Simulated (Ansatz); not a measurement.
Program: Ansatz. Geometries: PBE0-D4/def2-TZVP. ΔE: electronic, gas phase. CBS: MP2 limit from def2 TZ/QZ plus the TZ coupled-cluster correction, frozen cores. This one scheme is used for every species. DFT in def2-TZVPP.

Consider the ligand exchange at a B–Cl bond: `CB(C)Cl` + H–F → `CB(C)F` + HCl.

```csv
level,ΔE (kJ/mol)
B2PLYP,-56.0
LC-ωPBE,-55.5
```

(1) What does CCSD(T)/CBS give? (Estimate.)

Largest T1 diagnostic among the species: 0.011.

Results:

(1) The calculation gave: -46.4 kJ/mol. The listed levels differ from it by -9.6, -9.1 kJ/mol.

The D4 term adds +6.3 kJ/mol with B3LYP and +3.3 kJ/mol with PBE0; it sums over pairs of atoms, weighted by their polarisabilities, and B3LYP, whose exchange is more repulsive, gets the larger term. At CCSD(T), def2-SVP lies −16.9 kJ/mol from the extrapolated value and def2-TZVPP −5.0 kJ/mol.

B3LYP here is the variant with VWN-RPA as its local correlation; programs differ in this.
